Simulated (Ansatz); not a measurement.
Harmonic frequencies (cm⁻¹) at PBE0-D4/def2-TZVP from Ansatz: 52, 123, 138, 216, 309, 506, 682, 727, 744, 841, 962, 985, 1034, 1344, 1467, 1469, 2145, 2648, 3074, 3168, 3176.

Each molecule was computed in one conformer, which needn't be the lowest.

(1) Which molecule is it?
A. `C[Se]C(O)O`
B. `N=C1CC1F`
C. `CSB[TeH]`
D. `[AlH2][CH2][SiH2][SeH]`

Answers

(1) C.
